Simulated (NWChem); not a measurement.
Hg

All runs: NWChem. def2 effective core potentials on Hg; no spin-orbit coupling. Ions are spin-unrestricted doublets at the neutral geometry; other ion states weren't tried.

Question: What does the run give for PBE0/def2-TZVPD? Quantities: vertical ionisation energy, ΔSCF (eV); −ε(HOMO) (eV).

Answer: 
```
Property                               Value
-------------------------------------  -----
vertical ionisation energy, ΔSCF (eV)  10.15
−ε(HOMO) (eV)                           7.53
```
